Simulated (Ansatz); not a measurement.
Input and output for C₃H₇FOSn (`CC(C)[O][Sn][F]`).

```yaml
crystal:
  periodic: [false, false, false]
  atoms:
    - {symbol: C, position_ang: [-1.350239, -0.546056, -0.004830]}
    - {symbol: C, position_ang: [-0.104413, 0.051826, -0.111644]}
    - {symbol: C, position_ang: [1.211663, -0.904064, 0.844706]}
    - {symbol: O, position_ang: [0.254963, 1.291480, 0.235475]}
    - {symbol: Sn, position_ang: [0.877140, 2.910699, -1.121865]}
    - {symbol: F, position_ang: [1.225399, 1.508937, -2.837237]}
    - {symbol: H, position_ang: [-1.665465, -0.298307, 0.916204]}
    - {symbol: H, position_ang: [-1.851055, 0.367283, -0.525441]}
    - {symbol: H, position_ang: [-1.656479, -1.447327, -0.160019]}
    - {symbol: H, position_ang: [0.331996, -0.000328, -1.102105]}
    - {symbol: H, position_ang: [1.915429, -0.686346, 0.778463]}
    - {symbol: H, position_ang: [0.509564, -1.917912, 0.759094]}
    - {symbol: H, position_ang: [0.409283, -0.770689, 1.907627]}
basis:
  gaussian: {orbitals: x2c-TZVPPall}
hamiltonian: {xc: {name: r2SCAN}, dispersion: d4}
output: {forces: true}
```

```sh
$ ansatz run in.yaml --threads 4 --pin off --events-out ev --progress --plain --max-ram 11315MiB
```

It prints (some lines left out):

```
Functional definition: r2SCAN
1828 factors; their error is unknown
mean field evaluation 1: about -176037.3424 eV, gradient 1.0e2 eV
mean field evaluation 2: about -175865.1031 eV, gradient 2.6e2 eV
mean field evaluation 4: about -176058.4266 eV, gradient 3.5e1 eV
mean field evaluation 8: about -176061.0892 eV, gradient 1.8e0 eV
mean field evaluation 16: about -176061.0797 eV, gradient 4.5e-2 eV
mean field -176061.07968545 eV, -6470.1253399542 hartree, gradient 4.5e-5 eV, S^2 0.000000; 1 other end points of the search recorded, 0 dependent functions left out
reference -176061.07969823 eV, -6470.1253404239 hartree; 46, 46 occupied and 267, 267 virtual orbitals, 1828 factors
Total energy: -176061.15777153 eV, -6470.1282095648 hartree
Relativity: scalar
Atom 0 at    -1.350239    -0.546056    -0.004830 Å, force    -1.832607     7.888941    -0.347847 eV/Å
Atom 1 at    -0.104413     0.051826    -0.111644 Å, force     9.622080    -2.489782    -1.962225 eV/Å
Atom 2 at     1.211663    -0.904064     0.844706 Å, force   -44.583329   -12.133508     5.296610 eV/Å
Atom 3 at     0.254963     1.291480     0.235475 Å, force    -1.075112     4.352530     0.367055 eV/Å
Atom 4 at     0.877140     2.910699    -1.121865 Å, force    -0.189825    -3.627153    -0.774675 eV/Å
Atom 5 at     1.225399     1.508937    -2.837237 Å, force    -0.504444     1.861226     2.244483 eV/Å
Atom 6 at    -1.665465    -0.298307     0.916204 Å, force    -1.475169     0.500185     4.016491 eV/Å
Atom 7 at    -1.851055     0.367283    -0.525441 Å, force    -0.730409    -2.052640    -0.120973 eV/Å
Atom 8 at    -1.656479    -1.447327    -0.160019 Å, force    -1.073042    -5.394172    -2.094523 eV/Å
Atom 9 at     0.331996    -0.000328    -1.102105 Å, force    -0.283445    -1.204251    -0.767535 eV/Å
Atom 10 at     1.915429    -0.686346     0.778463 Å, force    34.797163    10.113686    -3.020555 eV/Å
Atom 11 at     0.509564    -1.917912     0.759094 Å, force     3.707438     1.603966    -0.676582 eV/Å
Atom 12 at     0.409283    -0.770689     1.907627 Å, force     3.620702     0.580974    -2.159725 eV/Å
Dipole moment:    -0.241997     0.698258     0.264979 e Å
```

It took 11 s on 4 threads of an Arm Neoverse V2 on a shared host, with 0.69 GiB of host memory at the peak.
